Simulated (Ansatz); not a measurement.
`N[SiH2][NH][AlH][F]` and `N[SiH2]N[SiH2]O` differ in one atom or group.

Ansatz, PBE0-D4/def2-TZVP geometries, multiplicity 1. Each molecule was computed in one conformer, which needn't be the lowest.

```csv
property,`N[SiH2][NH][AlH][F]`
LUMO energy (PBE/def2-TZVPP) / eV,-1.12
HOMO–LUMO gap (PBE0/def2-TZVPP) / eV,7.09
LUMO energy (ωB97M-V/def2-TZVPP) / eV,1.19
HOMO energy (PBE/def2-TZVPP) / eV,-6.05
HOMO–LUMO gap (ωB97M-V/def2-TZVPP) / eV,10.98
size of the dipole moment (B3LYP/def2-TZVPP) / D,2.43
```

What does the change do to each property? (Best estimate.)

Ansatz gave: 
```
                                        property  `N[SiH2]N[SiH2]O`  shift
               LUMO energy (PBE/def2-TZVPP) / eV              -0.37   0.75
            HOMO–LUMO gap (PBE0/def2-TZVPP) / eV               7.90   0.81
           LUMO energy (ωB97M-V/def2-TZVPP) / eV               1.86   0.67
               HOMO energy (PBE/def2-TZVPP) / eV              -6.05   0.00
         HOMO–LUMO gap (ωB97M-V/def2-TZVPP) / eV              11.66   0.68
size of the dipole moment (B3LYP/def2-TZVPP) / D               2.56   0.13
```

Dipoles are sizes alone; their direction can turn.

B3LYP here is the variant with VWN-RPA as its local correlation; programs differ in this.
